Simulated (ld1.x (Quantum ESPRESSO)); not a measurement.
**N ultrasoft: all-electron and pseudo phase curves**

nitrogen, ultrasoft, made with ld1.x (Quantum ESPRESSO) 7.5 (PBE, scalar-relativistic). Core [He], reference 2s2 2p2 (charge +1). Waves: 2s (bound): rcut 0.90, rcutus 1.15 bohr; 2s channel at 1.65 Ry: rcut 0.90, rcutus 1.15 bohr; 2p (bound): rcut 1.80, rcutus 1.95 bohr; 2p channel at -1.05 Ry: rcut 1.80, rcutus 1.95 bohr. Local part: all-electron potential smoothed inside 0.85 bohr (lloc = -1). Core correction: none. Augmentation charge: PSQ, inside the norm-conserving radii.

The phase is arctan(r·u′/u) with u = r·R(r), unwrapped; energies in Ry, scanned from -4 to 5 Ry. A pole is an energy at which the radial function vanishes at the test radius. The pseudo phase is shifted by a multiple of π to meet the all-electron one at the reference energy, and phase errors are pseudo minus all-electron; the curves can meet again beyond the range given. Levels narrower than the energy grid can be missing from the lists of poles.

Problem. For each channel, where are the poles, and over which energies does the pseudopotential scatter like the atom?

Solution.

| channel | radius (bohr) | reference energy (Ry) | poles, all-electron | poles, pseudo | unbroken range about the reference energy with phases within 0.05 rad | phase error 1 Ry above the reference energy (rad) |
| --- | --- | --- | --- | --- | --- | --- |
| s | 2.14 | -2.39 | -1.92 | -1.92 | the whole range | +0.000 |
| p | 2.14 | -1.52 | -1.05 | -1.05 | the whole range | -0.000 |

Phases in the p channel:

```tsv
E (Ry)	all-electron	pseudo
-4.00	1.287	1.287
-3.76	1.272	1.272
-3.52	1.253	1.253
-3.28	1.230	1.230
-3.04	1.200	1.200
-2.80	1.160	1.160
-2.56	1.100	1.100
-2.32	1.000	1.000
-2.08	0.797	0.797
-1.84	0.247	0.247
-1.60	-0.816	-0.816
-1.36	-1.335	-1.335
-1.12	-1.533	-1.533
-0.88	-1.638	-1.638
-0.64	-1.708	-1.708
-0.40	-1.763	-1.763
-0.16	-1.812	-1.812
0.08	-1.861	-1.861
0.32	-1.914	-1.914
0.56	-1.976	-1.976
0.80	-2.052	-2.052
1.04	-2.153	-2.151
1.28	-2.293	-2.290
1.52	-2.499	-2.493
1.76	-2.804	-2.791
2.00	-3.204	-3.185
2.24	-3.607	-3.587
2.48	-3.915	-3.897
2.72	-4.122	-4.108
2.96	-4.262	-4.250
3.20	-4.360	-4.350
3.44	-4.431	-4.423
3.68	-4.486	-4.478
3.92	-4.529	-4.522
4.16	-4.564	-4.557
4.40	-4.594	-4.587
4.64	-4.619	-4.612
4.88	-4.641	-4.635
```
